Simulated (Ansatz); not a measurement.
The pair A = HF (SMILES F) (first 2 atoms), B = CH4S (SMILES CS); geometry from B3LYP-D3(BJ)/def2-TZVP.
(charge 0, multiplicity 1):
```
atom    x (Å)    y (Å)    z (Å)
----  -------  -------  -------
F      0.3113   0.5176  -0.5861
H      0.4766   0.0595   0.2238
C      0.2261   1.1784   2.8118
S      0.6235  -0.5291   2.3040
H     -0.1410   1.1993   3.8348
H      1.1606   1.7330   2.7548
H     -0.4935   1.6253   2.1309
H     -0.6236  -1.0245   2.3712
```

Cores are frozen in the correlated methods. MP2 and its Hartree–Fock in aug-cc-pV(Q+d)Z, aug-cc-pV(T+d)Z are density fitted.

Codes used: Ansatz (a quantum-chemistry and plane-wave program) with Gaussian orbitals. Values without a source in brackets are computed.

The counterpoise-corrected interaction energy is E(AB) − E(A in the pair's basis) − E(B in the pair's basis). Total energies (hartree):

| level | AB | A in the pair's basis | B in the pair's basis |
|---|---|---|---|
| HF/aug-cc-pV(T+d)Z | -537.8257199 | -100.0591276 | -437.7596803 |
| MP2/aug-cc-pV(T+d)Z | -538.4824520 | -100.3406675 | -438.1309548 |
| HF/aug-cc-pV(Q+d)Z | -537.8386229 | -100.0664569 | -437.7652834 |
| MP2/aug-cc-pV(Q+d)Z | -538.5394400 | -100.3691723 | -438.1590682 |
| MP2/aug-cc-pV(D+d)Z | -538.3054815 | -100.2561517 | -438.0394955 |
| CCSD(T)/aug-cc-pV(D+d)Z | -538.3601801 | -100.2640880 | -438.0867514 |

**Question.** Work out the counterpoise-corrected interaction energy at the basis-set limit: extrapolate the MP2 correlation part as X⁻³, take Hartree–Fock from the larger set, and add the CCSD(T) − MP2 difference of aug-cc-pV(D+d)Z.

**Answer.** 
1. Differences (1 hartree = 627.509 kcal/mol): HF/aug-cc-pV(T+d)Z -4.337; MP2/aug-cc-pV(T+d)Z -6.796; HF/aug-cc-pV(Q+d)Z -4.319; MP2/aug-cc-pV(Q+d)Z -7.028; MP2/aug-cc-pV(D+d)Z -6.171; CCSD(T)/aug-cc-pV(D+d)Z -5.861.
2. Correlation parts, MP2 less HF: -2.458 in aug-cc-pV(T+d)Z (X = 3), -2.709 in aug-cc-pV(Q+d)Z (X = 4).
3. Limit (4³·(-2.709) − 3³·(-2.458))/(4³ − 3³) = -2.892; with HF/aug-cc-pV(Q+d)Z it gives -7.211.
4. CCSD(T) less MP2 in aug-cc-pV(D+d)Z: 0.310.
Result: -6.90 kcal/mol, against -6.80 at MP2/aug-cc-pV(T+d)Z. It is an estimate of this method's limit, not of the exact value.
